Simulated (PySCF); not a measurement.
**How methods differ on the excitation energy of Mg**

Mg [Ne] 3s2 (1S) → Mg [Ne] 3s1 3p1 (3P), as a difference of total energies. Calculation: PySCF 2.14, in aug-cc-pCVTZ-DK with one added diffuse shell each of s, p, d, f type (9s8p6d4f, 91 functions); scalar relativity by spin-free X2C-1e. Correlated levels: valence: [Ne] frozen. The calculations carry no spin-orbit coupling.

```
           method  excitation energy (cm⁻¹)
              UHF                     14549
    MP2 (valence)                     19261
SCS-MP2 (valence)                     20654
   CCSD (valence)                     20995
```

Errors of the correlated levels include the incompleteness of this basis and the frozen core.

With two correlated electrons CCSD is exact in that space.

For comparison: 21891 cm⁻¹ (measured; NIST levels, between the centres of gravity of the two terms).
